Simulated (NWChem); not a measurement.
Species: C₃H₄S₂; SMILES C1=CSCS1

```xyz
9

C      0.6759     0.0765    -1.2664
C     -0.6759     0.0765    -1.2664
S     -1.5027    -0.1935     0.2728
C      0.0000     0.1444     1.2809
S      1.5026    -0.1935     0.2728
H      1.2974     0.1824    -2.1670
H     -1.2974     0.1824    -2.1670
H      0.0000     1.2030     1.6164
H      0.0000    -0.5245     2.1625
```
Atoms are numbered in this order, from 1.

Results from NWChem. Pople sets run with spherical d functions. Geometry: optimised at PBE-D3(BJ)/def2-SVP. Level: PBE0/6-31+G*; the question gives the wavelength of the field.

### Question
Predict the results for field 1065 nm. Quantities: isotropic polarisability (bohr³); anisotropy (bohr³).

### Answer
```json
{
 "isotropic polarisability (bohr³)": "69.5",
 "anisotropy (bohr³)": "31.6"
}
```
